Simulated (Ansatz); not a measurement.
The cluster Au₂O, relaxed as a singlet with RKS r2SCAN-D4/def2-TZVP in Ansatz, starting from the GFN1-xTB geometry. Force threshold 0.02 eV/Å.

In the def2 sets Au takes a core potential; there is no spin–orbit coupling. The structure comes from a short search, and lower isomers may exist.

Start:

```xyz
3

Au   -1.415   -0.231   -0.158
Au    1.016    0.997    0.232
O     0.399   -0.767   -0.075
```

```
step  energy (eV)  largest force component (eV/Å)  SCF passes
   1   -9435.2499                           1.628          20
   2   -9435.3694                           0.066          28
   3   -9435.3701                           0.016          23
```

Force components are those of the run's own axes.

End:

```xyz
3

Au   -1.510   -0.301   -0.176
Au    1.130    1.032    0.247
O     0.380   -0.730   -0.071
```

By distances, no bond broke or formed. The bond that changes most is Au1–O3, from 1.89 to 1.94 Å (atoms count from 1).

No frequencies were taken in this run, so the end may be a saddle point.

Hardware: 2 threads of Arm Neoverse V1 on a shared host. Wall time 8 s.
